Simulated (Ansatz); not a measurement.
The pair A = HF (SMILES F) (first 2 atoms), B = H2S (SMILES S); geometry from B3LYP-D3(BJ)/def2-TZVP.
(charge 0, multiplicity 1):
```xyz
5

F     -0.32197     1.22989     0.10261
H     -0.03851     0.65190     0.78660
S      0.43578    -0.71389     2.49962
H     -0.14233     0.09073     3.40723
H     -0.68308    -1.43967     2.33598
```

Frozen-core correlation.

Run with Ansatz (a program for electronic structure). Each number belongs to the level named beside it.

Total energies (hartree), monomers frozen at their geometry in the pair:

```tsv
structure	B3LYP/def2-TZVPPD	MP2/aug-cc-pV(D+d)Z	MP2/aug-cc-pV(T+d)Z
AB	-499.9315071	-499.1234799	-499.2606328
A in the pair's basis	-100.4949512	-100.2560751	-100.3408676
B in the pair's basis	-399.4281019	-398.8600776	-398.9116053
A	-100.4949231	-100.2555853	-100.3405690
B	-399.4280015	-398.8588655	-398.9108997
```

Problem. Work out the interaction energy without and with the counterpoise correction, and the superposition error, for each level.

Solution. 
E(AB) − E(A) − E(B), times 627.509 kcal/mol, with the monomers in their own basis and then in the pair's basis:
- B3LYP/def2-TZVPPD: -5.39 uncorrected, -5.30 corrected; the monomers gain 0.08 kcal/mol from borrowed functions
- MP2/aug-cc-pV(D+d)Z: -5.67 uncorrected, -4.60 corrected; the monomers gain 1.07 kcal/mol from borrowed functions
- MP2/aug-cc-pV(T+d)Z: -5.75 uncorrected, -5.12 corrected; the monomers gain 0.63 kcal/mol from borrowed functions
